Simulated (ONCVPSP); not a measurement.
Which change was made? (Nd, ONCV)

neodymium, optimised norm-conserving Vanderbilt (ONCV), made with ONCVPSP 4.0.1 (PBEsol, scalar-relativistic). Core [Kr] 4d10 4f3, reference 5s2 5p6 5d1 6s2. Waves: 5s+6s: rc 2.20 bohr, ncon 4, nbas 7, qcut 4.7 1/bohr, 2 projectors; 5p: rc 2.40 bohr, ncon 4, nbas 7, qcut 5.6 1/bohr, 2 projectors, debl 0.4 Ha; 5d: rc 3.20 bohr, ncon 4, nbas 9, qcut 5.6 1/bohr, 2 projectors, debl 1.8 Ha; f scattering state at 0.21 Ha: rc 2.50 bohr, ncon 4, nbas 8, qcut 4.4 1/bohr, 2 projectors, debl 2.5 Ha. Local part: polynomial inside 1.50 bohr (lpopt 5, dvloc0 0 Ha). Core correction: none.

In the p channel the program set the typed energies aside and used -0.907, 0.250 Ha.

Cutoffs, loose and tight: the cutoffs (Ha) at which the residual kinetic energy of the hardest occupied pseudo-wave falls to 1 and 0.1 mHa per electron. They do not see the model core or the augmentation charge, which bear on the density cutoff. Test errors are all-electron minus pseudo excitation energies from the reference, over the configurations 5s2 5p6 5d1 6s1; 5s2 5p6 5d1 6s0; 5s2 5p6 5d0 6s0; 5s1 5p6 5d1 6s2; variants that change the core or the reference have their own tests.

The base gives: outcome: generated, projector energies reset by the program; cutoff, loose: 9.1 Ha; cutoff, tight: 12 Ha; bound ghosts: none; GHOST(+) flags above zero: s, f; largest test error (meV): -256.

Q: After one change the result is: outcome: generated, projector energies reset by the program; cutoff, loose: 9.1 Ha; cutoff, tight: 12 Ha; bound ghosts: f; GHOST(+) flags above zero: s, f; largest test error (meV): -256. Which change was it?
A. f: ncon 3, nbas 7
B. p: rc 1.88
C. all radii scaled by about 1.16 (s 2.56, p 2.78, d 3.72, f 2.90 bohr); local potential polynomial inside 1.74 bohr (lpopt 5, dvloc0 0 Ha)
D. s: qcut 3.6; p: qcut 4.3; d: qcut 4.3; f: qcut 3.4
E. s: qcut 6.4

A: A. The others give: all radii scaled by about 1.16 (s 2.56, p 2.78, d 3.72, f 2.90 bohr); local potential polynomial inside 1.74 bohr (lpopt 5, dvloc0 0 Ha) → outcome: generated, projector energies reset by the program; cutoff, loose: 7.0 Ha; cutoff, tight: 9.1 Ha; bound ghosts: none; GHOST(+) flags above zero: s, f; largest test error (meV): -376 | s: qcut 6.4 → outcome: generated, projector energies reset by the program; cutoff, loose: 13 Ha; cutoff, tight: 15 Ha; bound ghosts: none; GHOST(+) flags above zero: s, f; largest test error (meV): -196 | p: rc 1.88 → outcome: generated, projector energies reset by the program; cutoff, loose: 14 Ha; cutoff, tight: 24 Ha; bound ghosts: none; GHOST(+) flags above zero: s, f; largest test error (meV): -275 | s: qcut 3.6; p: qcut 4.3; d: qcut 4.3; f: qcut 3.4 → outcome: failed: ERROR pspot: first pseudo wave function has node, program will stop.
